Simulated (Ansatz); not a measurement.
Reaction (redistribution): `[BH2][InH][F]` + `O1[SiH2]P1` → `[F][InH2]` + `B[SiH]1OP1`

Program: Ansatz. Geometries: PBE0-D4/def2-TZVP. ΔE: electronic, gas phase. CBS: MP2 limit from def2 TZ/QZ plus the TZ coupled-cluster correction, frozen cores. Functionals use def2-TZVPP. Elements past krypton have def2 core potentials. For In outer-core shells are correlated without core-valence functions, which leaves a few kJ/mol of doubt a bond.

CCSD(T)/CBS gives -0.6 kcal/mol.

**Question.** Another level gave -4.5 kcal/mol. Which?
A. r2SCAN-D4/def2-TZVPP
B. r2SCAN0/def2-TZVPP
C. BHLYP/def2-TZVPP
D. SCS-MP2/def2-TZVPP

**Answer.** A. r2SCAN-D4 -4.5, r2SCAN0 -2.8, BHLYP -0.1, SCS-MP2/def2-TZVPP 1.3 kcal/mol.

Largest T1 diagnostic among the species: 0.021, so the coupled-cluster value is less sure than usual.

Leaving LDA and LC-ωPBE aside and taking each functional with its dispersion term where it has one, the values, not all of them listed here, spread over 6.1 kcal/mol, from B97M-V to ωB97X-V. LDA lies −2.4 kcal/mol from PBE without D4. From PBE to PBE0 (25 % exact exchange), in def2-TZVPP and without D4, ΔE moves by +2.0 kcal/mol. At CCSD(T), def2-SVP lies −1.2 kcal/mol from the extrapolated value and def2-TZVPP −0.4 kcal/mol.
